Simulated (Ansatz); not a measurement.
**Pulling the pair apart**

The pair of Cl⁻ (SMILES [Cl-], atom 1) and CH₄S (SMILES CS, atoms 2–7), both closed shells, in one local arrangement (a lower one may exist), relaxed at PBE0-D4/def2-TZVPD:

```json
{"atom": "Cl1", "x (Å)": "-0.1198", "y (Å)": "-0.2931", "z (Å)": "-2.7754"}
{"atom": "C2", "x (Å)": "0.3829", "y (Å)": "0.1055", "z (Å)": "0.7948"}
{"atom": "S3", "x (Å)": "-1.3738", "y (Å)": "-0.0455", "z (Å)": "0.3811"}
{"atom": "H4", "x (Å)": "0.9360", "y (Å)": "0.0367", "z (Å)": "-0.1447"}
{"atom": "H5", "x (Å)": "0.6977", "y (Å)": "-0.6993", "z (Å)": "1.4624"}
{"atom": "H6", "x (Å)": "0.5918", "y (Å)": "1.0661", "z (Å)": "1.2703"}
{"atom": "H7", "x (Å)": "-1.1148", "y (Å)": "-0.1704", "z (Å)": "-0.9884"}
```

CH₄S is shifted rigidly along the line between the mean atom positions of the two fragments (negative: closer). Counterpoise interaction energies in kJ/mol. Computed with Ansatz 0.2.0 (basis: def2-TZVPPD); correlated methods freeze the cores. B3LYP uses VWN-RPA correlation.

```tsv
shift (Å)	HF	PBE0-D4	B3LYP-D4
-0.20	-19.4	-66.5	-59.4
-0.10	-28.6	-69.9	-64.1
0.00	-34.6	-70.8	-66.0
0.10	-38.3	-70.0	-66.1
0.25	-40.7	-66.9	-63.9
0.51	-39.8	-58.3	-56.5
1.02	-31.7	-41.2	-40.3
2.05	-17.3	-20.3	-20.0
```

Task: What does CCSD(T) give at these shifts? (To be estimated.)

Result: Computed: -50.0, -55.3, -57.8, -58.4, -57.0, -50.8, -36.7, -18.2 kJ/mol. For zero shift, CCSD(T) at an estimated basis limit (MP2 extrapolated from triple and quadruple zeta, plus CCSD(T) − MP2 in triple zeta) gives -63.3 kJ/mol. These are counterpoise interaction energies, counted from the two frozen fragments.

No T1 diagnostic of these runs exceeds 0.010.

For scale, one of the runs: CCSD(T)/def2-TZVPPD, 207 basis functions, launched by `ansatz run in.yaml --threads 2 --pin off --events-out ev --progress --plain --max-ram 5222MiB`. The run took 51 s on 2 CPU threads of an Intel Xeon Platinum 8488C (shared host), with 2.6 GiB of host memory at its peak.
